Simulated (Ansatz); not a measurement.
Two isomers of BH7SeSi2: A = `B[Se][SiH2][SiH3]`, B = `[SiH3][SiH2]B[SeH]`.

Program: Ansatz. Geometries: PBE0-D4/def2-TZVP. ΔE: electronic, gas phase. CCSD(T)/CBS adds triple-zeta CCSD(T) − MP2 to the extrapolated MP2 energy (def2 sets, frozen cores). DFT in def2-TZVPP. B3LYP here is the variant with VWN-RPA as its local correlation; programs differ in this. For Se outer-core shells are correlated without core-valence functions, which leaves a few kJ/mol of doubt a bond. Scalar relativity is left out up to krypton. One conformer a species, not always the lowest.

A:

```xyz
11

B     2.273    0.641   -0.237
Se    1.425    0.600    1.472
Si   -0.758    0.739    0.749
Si   -1.302   -1.214   -0.412
H     1.633    0.723   -1.240
H     3.463    0.584   -0.242
H    -1.592    0.888    1.971
H    -0.914    1.956   -0.090
H    -0.364   -1.386   -1.551
H    -1.169   -2.373    0.510
H    -2.696   -1.158   -0.930
```

B:

```xyz
11

Si    1.646   -0.178    0.897
Si    0.214    0.031   -0.950
B    -1.474    0.864   -0.293
Se   -3.014   -0.137    0.190
H     1.021   -1.058    1.922
H     2.952   -0.768    0.496
H     1.895    1.156    1.509
H    -0.020   -1.331   -1.511
H     0.899    0.860   -1.982
H    -1.592    2.035   -0.094
H    -2.526   -1.475   -0.183
```

(1) Which isomer does CCSD(T)/CBS put lower? Give the gap. (Estimate.)

(2) Give E(B) − E(A) in kcal/mol with BLYP-D4, PBE0-D4, B3LYP, r2SCAN-D4, MP2/def2-TZVPP, B3LYP-D4, PBE-D4. (An estimate is asked.)

(3) Does the order hold for the free energy at 298.15 K (harmonic terms from PBE0-D4)? (Best estimate.)

Largest T1 diagnostic: 0.014.

Results:

(1) Computed: A, by 14.4 kcal/mol.

(2) The calculation gave: BLYP-D4 12.9, PBE0-D4 12.8, B3LYP 13.1, r2SCAN-D4 12.8, MP2/def2-TZVPP 15.4, B3LYP-D4 13.7, PBE-D4 11.6. None reverses the order clearly.

(3) The calculation gave: Yes: G(B) − G(A) = +13.3 kcal/mol, for one conformer each. Modes under 60 cm⁻¹, often nearly free rotors, make the harmonic entropy too high.

At CCSD(T), def2-SVP lies −3.2 kcal/mol from the extrapolated value and def2-TZVPP −1.1 kcal/mol. In def2-TZVPP, CCSD(T) changes the Hartree–Fock value by −3.2 kcal/mol (the triples alone add −0.3 kcal/mol) and MP2 by −1.0 kcal/mol.
